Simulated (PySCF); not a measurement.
Where the electron goes

C3H2F4Si.
Structure used (GFN2-xTB), in Å, numbered top down from 1:
```xyz
10
C3H2F4Si angstrom
C      2.5919   -0.4542    0.0931
C      1.5179    0.0820    0.1754
Si    -0.1328    0.8774    0.2991
F     -0.2754    2.0379   -0.7958
C     -1.4094   -0.4834   -0.2694
F     -2.6786   -0.0295   -0.2715
F     -1.4065   -1.5570    0.5500
F     -1.1756   -0.9610   -1.5054
H      3.5313   -0.9218    0.0127
H     -0.5540    1.4143    1.5755
```

Theory: TDDFT wB97X-D/def2-SVPD, vertical, gas phase, core orbitals frozen in the response (PySCF 2.14.0, density-fitted response routines).

Frontier orbitals with the atoms that hold most of them (Löwdin shares over 4%, at most four atoms; ? is withheld):

```csv
orbital,ε (eV),atoms
LUMO+2,2.11,"C1 31%, Si3 30%, C2 12%, H10 7%"
LUMO+1,0.89,"C1 31%, C2 30%, Si3 20%, H10 6%"
LUMO,0.41,"Si3 26%, C2 24%, C1 24%, F4 6%"
HOMO,?,?
HOMO-1,-11.23,?
HOMO-2,-12.09,"C5 17%, Si3 16%, F8 13%, C2 12%"
HOMO-3,-13.43,"F4 27%, Si3 25%, H10 22%, C2 14%"
```

Question: Which atoms hold the HOMO-1, and with what shares?

Answer: C2 (bonded to C and Si) 46%; C1 (bonded to C and H) 43%; Si3 (bonded to 2 C, F and H) 4%. By element: carbon 89% or more, silicon 4%.

Question: Which atoms hold the HOMO, and with what shares?

Answer: C2 (bonded to C and Si) 36%; C1 (bonded to C and H) 36%; Si3 (bonded to 2 C, F and H) 8%; C5 (bonded to 3 F and Si) 6%. By element: carbon 78%, silicon 8%.

Question: What is the HOMO energy, and the HOMO–LUMO gap?

Answer: ε(HOMO) = -11.01 eV; the gap is 11.43 eV (0.4199 hartree).

Question: The HOMO–LUMO gap is 11.43 eV. Where does the response calculation put the lowest singlet, and from which orbitals?

Answer: S1 is at 5.92 eV (f = 0.0003), 5.50 eV below the gap, made of HOMO→LUMO (77%). 

Question: Give energy, strength and leading configuration of S1, S3 and S4, and follow the Löwdin shares of the leading atoms from the occupied to the empty orbital.

Answer: 
- S1 (5.92 eV, f 0.0003), HOMO→LUMO (77%): C2 36% → 24%, C1 36% → 24%, Si3 8% → 26%
- S3 (6.34 eV, f 0.0003), HOMO-1→LUMO+1 (85%): C2 46% → 30%, C1 43% → 31%
- S4 (7.80 eV, f 0.016), HOMO-2→LUMO (83%): C5 17% → at most 7%, Si3 16% → 26%, C2 12% → 24%

Löwdin shares depend on the basis, the more so with diffuse functions.
